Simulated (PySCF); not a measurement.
Gas-phase reaction: 4 InH + C4H8 (cis-2-butene) ⇌ 4 InCH3

Method: PySCF energies plus ideal-gas RRHO corrections (1 bar). S°(298 K) at PBE0/def2-TZVP differs from the NASA 1993 table for C4H8 (cis-2-butene) (-6 J/mol/K); whether the harmonic model or the table's entry is off was not settled. † marks an energy on the PBE0/def2-TZVP geometry and frequencies. MP2 freezes the core. All species are closed-shell singlets. B3LYP is the form with VWN-RPA correlation. In: scalar-relativistic def2 core potential, no spin-orbit coupling. InH, InCH3: computed as isolated molecules; such fragments, hydroxides, amides, oligomers or adducts are transient or little studied in the gas. MP2 isn't extrapolated to the basis-set limit; its ΔH°(298 K) is -155.2 kJ in def2-SVP and -215.7 kJ in def2-TZVPP. The harmonic model lacks anharmonicity and excited electronic states, which grow with temperature; levels with a mode under 35 cm⁻¹ are left out. Internal rotation in C4H8 (cis-2-butene) is treated as a harmonic vibration of one conformer, which makes the entropy rough.

ΔH° and ΔS° at 298 K: B3LYP/def2-TZVP† -150 kJ, -89 J/K; BLYP/def2-TZVP† -148 kJ, -89 J/K; M06-2X/def2-TZVP† -186 kJ, -89 J/K; MP2/def2-SVP† -155 kJ, -89 J/K; PBE0/def2-QZVP† -178 kJ, -89 J/K; r2SCAN/def2-TZVP† -179 kJ, -89 J/K.

With the heat capacities included, give log10 K (1 bar) at 1000, 1400, 1800, 2000, 2500 K from B3LYP/def2-TZVP†, BLYP/def2-TZVP†, M06-2X/def2-TZVP†, MP2/def2-SVP†, PBE0/def2-QZVP†, r2SCAN/def2-TZVP†.


```json
[
 {"T (K)": "1000", "B3LYP/def2-TZVP†": "3.2", "BLYP/def2-TZVP†": "3.1", "M06-2X/def2-TZVP†": "5.1", "MP2/def2-SVP†": "3.5", "PBE0/def2-QZVP†": "4.7", "r2SCAN/def2-TZVP†": "4.7"},
 {"T (K)": "1400", "B3LYP/def2-TZVP†": "0.9", "BLYP/def2-TZVP†": "0.8", "M06-2X/def2-TZVP†": "2.2", "MP2/def2-SVP†": "1.1", "PBE0/def2-QZVP†": "1.9", "r2SCAN/def2-TZVP†": "2.0"},
 {"T (K)": "1800", "B3LYP/def2-TZVP†": "-0.4", "BLYP/def2-TZVP†": "-0.5", "M06-2X/def2-TZVP†": "0.6", "MP2/def2-SVP†": "-0.3", "PBE0/def2-QZVP†": "0.4", "r2SCAN/def2-TZVP†": "0.4"},
 {"T (K)": "2000", "B3LYP/def2-TZVP†": "-0.9", "BLYP/def2-TZVP†": "-0.9", "M06-2X/def2-TZVP†": "0.1", "MP2/def2-SVP†": "-0.8", "PBE0/def2-QZVP†": "-0.2", "r2SCAN/def2-TZVP†": "-0.1"},
 {"T (K)": "2500", "B3LYP/def2-TZVP†": "-1.7", "BLYP/def2-TZVP†": "-1.8", "M06-2X/def2-TZVP†": "-1.0", "MP2/def2-SVP†": "-1.6", "PBE0/def2-QZVP†": "-1.2", "r2SCAN/def2-TZVP†": "-1.1"}
]
```
